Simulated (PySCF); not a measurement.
# Bond curve of NaZn⁻

Set-up: PySCF, no relativity, basis sets Na def2-SVPD, Zn def2-SVPD. Energies in eV from Na⁻ + Zn in their ground configurations at the same level. State: ¹Σ⁺ (singlet), closed shell.

```
R (Å)      PBE
2.978  -0.3425
3.117  -0.3694
3.255  -0.3792
3.359  -0.3789
3.463  -0.3741
3.567  -0.3663
3.705  -0.3529
3.879  -0.3338
4.086  -0.3102
4.363  -0.2804
```

Question: Put a parabola through the three lowest points of the PBE curve and estimate Re, k and ωe (reduced mass 16.91 u; 1 eV/Å² = 0.16022 mdyn/Å; ωe = 1302.8·√(k/μ) cm⁻¹).

Answer: Through R = 3.117, 3.255, 3.359 Å the second-order coefficient is 0.305 eV/Å², so Re ≈ 3.302 Å, k ≈ 0.0979 mdyn/Å and ωe ≈ 99 cm⁻¹. A polynomial fit of higher order to the unrounded PBE energies gives Re = 3.300 Å, k = 0.0802 mdyn/Å, ωe = 89.7 cm⁻¹; anharmonicity and rounding make the difference.

The higher-order fit for each curve: PBE: Re = 3.300 Å, ωe = 89.7 cm⁻¹, De = 0.380 eV.

Closed-shell solutions of metal pairs were not tested for spin polarisation, which can lower them a little. The bond is weak. Basis-set superposition, not corrected here, can be much of De in a small basis, most of all at correlated wavefunction levels. For an ion De counts to the pair picked by the measured ionisation energies or electron affinities, which need not be the lowest pair at this level. The highest Kohn–Sham level is positive in this anion. Much of that is self-interaction error, but it also means that the finite basis helps to hold the extra electron.
